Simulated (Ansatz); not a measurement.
`[AlH2][NH]C#C[SiH3]` + H₂O → `OC#C[SiH3]` + `[NH2][AlH2]` at 400 K and 1 bar (formal hydrolysis of a C–N bond).

Computed with Ansatz on PBE0-D4/def2-TZVP structures; ΔE is electronic, products minus reactants. CCSD(T)/CBS adds triple-zeta CCSD(T) − MP2 to the extrapolated MP2 energy (def2 sets, frozen cores). This one scheme is used for every species. Each species was taken in one conformer, which may not be the lowest.

| species | CCSD(T)/CBS energy (Eh) | H − E (kJ/mol) | S (J/(mol·K)) |
| --- | --- | --- | --- |
| `[AlH2][NH]C#C[SiH3]` | -665.46726 | 208.1 | 417.7 |
| H₂O | -76.37941 | 69.8 | 198.6 |
| `OC#C[SiH3]` | -442.68068 | 155.5 | 353.6 |
| `[NH2][AlH2]` | -299.14566 | 122.0 | 272.0 |

H − E and S are ideal-gas, rigid-rotor, harmonic terms from PBE0-D4/def2-TZVP, for one conformer and one mirror image of each species. 1 Eh = 2625.50 kJ/mol, R = 8.31446 J/(mol·K).

Q: By hand: ΔE, ΔH, ΔS and ΔG.

A: ΔE = (-442.68068) + (-299.14566) − (-665.46726) − (-76.37941) = 0.02033 Eh = 53.4 kJ/mol. Δ(H − E) = 155.5 + 122.0 − 208.1 − 69.8 = -0.4, so ΔH = 53.0 kJ/mol. ΔS = 353.6 + 272.0 − 417.7 − 198.6 = 9.3 J/(mol·K). ΔG = 53.0 − 400 × (9.3)/1000 = 49.3 kJ/mol.

Q: By hand: the equilibrium constant, and the temperature at which ΔG would vanish if ΔH and ΔS stayed fixed.

A: log₁₀ K = −ΔG/(RT ln 10) = -6.4. ΔG = 0 at ΔH/ΔS = 5699 K, far beyond where these terms or the molecules hold.

The number of gas molecules stays the same, so ΔS is small and ΔH decides. A doubt of 5 kJ/mol in ΔE shifts log₁₀ K by 0.7 here. Other conformers and mirror images would add mixing entropy, several J/(mol·K) or more a flexible species. Modes under 60 cm⁻¹, often nearly free rotors, make the harmonic entropy too high. These are equilibria of isolated gas molecules and say nothing of rates. Largest T1 diagnostic: 0.014 (customary marks: 0.02 for closed shells, 0.045 for open ones).
